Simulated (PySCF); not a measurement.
A geometry optimisation on `F[Te](F)(F)F`.

Method: PBE0-D3(BJ)/def2-SVP geometry optimisation, gas phase, def2 core potentials past Kr (PySCF 2.14.0). Start geometry: GFN2-xTB. The input is one job of a driver script: a line of settings, then coordinates in Å.

Input:
```
{"job": {"xc": "PBE0", "basis": "def2-SVP", "d3": "d3bj", "grid": 1, "maxiter": 30, "shake": 0.03, "kind": "geom"}, "charge": 0, "multiplicity": 1}
Te    -0.347840    -0.618010     0.004430
F      0.066360     0.113190     1.734820
F      0.060510     0.137930    -1.765350
F      1.589240    -0.907930     0.003500
F     -1.293420     1.164350    -0.039520
```

Question: Give the output.

Answer: 
```
step   0  E = -666.68281168  max force = 0.071331
step   1  E = -666.69224032  max force = 0.019178
step   2  E = -666.69411149  max force = 0.005873
step   3  E = -666.69423141  max force = 0.001124
step   4  E = -666.69426592  max force = 0.001132
step   5  E = -666.69443594  max force = 0.005116
step   6  E = -666.69413532  max force = 0.047978
step   7  E = -666.69483172  max force = 0.020382
step   8  E = -666.69507747  max force = 0.021640
step   9  E = -666.69791247  max force = 0.024670
step  10  E = -666.68519273  max force = 0.046953
step  11  E = -666.69411825  max force = 0.029627
step  12  E = -666.69713644  max force = 0.021896
step  13  E = -666.69834832  max force = 0.012929
step  14  E = -666.69905107  max force = 0.008045
step  15  E = -666.69933831  max force = 0.008397
step  16  E = -666.69921007  max force = 0.011554
step  17  E = -666.69953693  max force = 0.004117
step  18  E = -666.69956281  max force = 0.001299
step  19  E = -666.69956833  max force = 0.000224
optimisation converged
```

Energies in Eh; «max force» is the largest Cartesian gradient component in Eh/bohr.

Question: Give the first gradient maximum in eV/Å.

Answer: With 1 Eh/bohr = 51.422 eV/Å, 3.668 eV/Å.

Question: How much energy does the optimisation release, in kJ/mol?

Answer: E(step 0) − E(last step) = 0.016757 Eh, which is 44.0 kJ/mol.

In short: final energy -666.69957 Eh after 19 steps; dipole 3.35 D.

Question: Estimate the wall time. Hardware: an Arm Neoverse V1 with one thread, no GPU, shared host with 32 logical CPUs at a one-minute load of 25. And the peak memory of the process?

Answer: About 55 s, with 0.33 GiB resident at the peak, the Python interpreter and its libraries included.
Labels such as C1 count atoms from 1, the log's own numbers from 0.
